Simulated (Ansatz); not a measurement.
Consider the redistribution: `OP([SiH3])[SiH3]` + `[SiH2]1[SiH2]S1` → `[SiH3]P[SiH3]` + `O[SiH]1[SiH2]S1`.

Isolated molecules relaxed with PBE0-D4/def2-TZVP in Ansatz; ΔE leaves out vibrations. CCSD(T)/CBS is the MP2 limit (def2-TZVPP, def2-QZVPP) plus CCSD(T) − MP2 in def2-TZVPP, frozen cores. One conformer a species, not always the lowest.

| species | HF/def2-TZVPP energy (Eh) |
| --- | --- |
| `OP([SiH3])[SiH3]` | -997.61705 |
| `[SiH2]1[SiH2]S1` | -977.77761 |
| `[SiH3]P[SiH3]` | -922.71415 |
| `O[SiH]1[SiH2]S1` | -1052.73184 |

Work out ΔE.

ΔE = (-922.71415) + (-1052.73184) − (-997.61705) − (-977.77761) = -0.05133 Eh = -134.8 kJ/mol. CCSD(T)/CBS gives -135.2 kJ/mol.

Largest T1 diagnostic among the species: 0.014.

From PBE to PBE0 (25 % exact exchange), in def2-TZVPP and without D4, ΔE moves by −5.7 kJ/mol.
